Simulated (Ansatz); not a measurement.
**Worked example: the barrier**

An elementary step of Si2NH10F, closed shell (Si₂H₆ ([SiH3][SiH3]) + NH₃ + HF → Si₂H₅F ([F][SiH2][SiH3]) + NH₃ + H₂; bonds formed: Si1–F7, H2–H8, H6–N9; bonds broken: Si1–H2, H6–F7, H8–N9). “Start” is the structure reached by relaxing down from the saddle towards the reactants; PBE0-D4/def2-TZVP structures. The saddle:

Si1  (-0.354, -1.298, 0.677)
H2  (0.714, -0.229, 1.285)
H3  (-0.858, -2.647, 0.233)
H4  (-0.815, -1.422, 2.118)
Si5  (-1.792, 0.368, -0.137)
H6  (1.701, -0.015, -1.024)
F7  (0.888, -1.499, -0.543)
H8  (1.297, 0.558, 0.420)
N9  (1.733, 0.896, -0.537)
H10  (-2.072, 1.407, 0.898)
H11  (-1.119, 1.133, -1.251)
H12  (-3.096, -0.076, -0.705)
H13  (1.103, 1.554, -0.988)
H14  (2.671, 1.270, -0.447)
(Å)

Ansatz 0.2.0; basis: def2-TZVPP and def2-QZVPP; cores frozen in the correlated methods.

Energies in eV:

| quantity | saddle | start |
| --- | --- | --- |
| Hartree–Fock, triple zeta (X = 3) | -20071.22356 | -20072.90311 |
| Hartree–Fock, quadruple zeta (X = 4) | -20071.92983 | -20073.59002 |
| MP2 correlation, X = 3 | -21.71855 | -21.29516 |
| MP2 correlation, X = 4 | -23.42813 | -22.98051 |
| CCSD(T) correlation, X = 3 | -24.08253 | -23.68152 |

Task: Work out the barrier at the basis limit: extrapolate Hartree–Fock as E(X) = E∞ + A exp(−7.88 √X) and the MP2 correlation as E(X) = E∞ + B X^−2.97 (the exponents that Neese and Valeev fitted for def2-TZVPP and QZVPP), then add CCSD(T) − MP2 in triple zeta.

Result: Each step is linear, so take the differences first (saddle − start): Hartree–Fock 1.67955 (X = 3) and 1.66019 (X = 4); MP2 correlation -0.42339 and -0.44762; CCSD(T) correlation -0.40101.
Two points give E∞ = E(4) + w [E(4) − E(3)], with w = 1/(exp(7.88 (2 − √3)) − 1) = 0.1377 for Hartree–Fock and w = 1/((4/3)^2.97 − 1) = 0.7407 for the correlation.
Hartree–Fock: 1.66019 + 0.1377 × (-0.01936) = 1.6575 eV.
MP2 correlation: -0.44762 + 0.7407 × (-0.02423) = -0.4656 eV.
CCSD(T) − MP2: -0.40101 − (-0.42339) = 0.0224 eV.
Sum: 1.6575 + (-0.4656) + 0.0224 = 1.2143 eV, or 28.00 kcal/mol. Plain CCSD(T) in triple zeta gives 1.2785 eV, so the larger basis shifts the result by -0.0642 eV.

The T1 diagnostic stays at or below 0.013.

Labels in which every atom is bracketed show which atoms are joined, not bond orders.

For scale, one of the runs: CCSD(T)/def2-TZVPP, 286 basis functions, launched by `ansatz run in.yaml --threads 8 --pin off --events-out ev --progress --plain --max-ram 19148MiB`. Hardware: 8 CPU threads of an Arm Neoverse V2, shared host. Wall time 99 s; peak host memory 8.4 GiB.
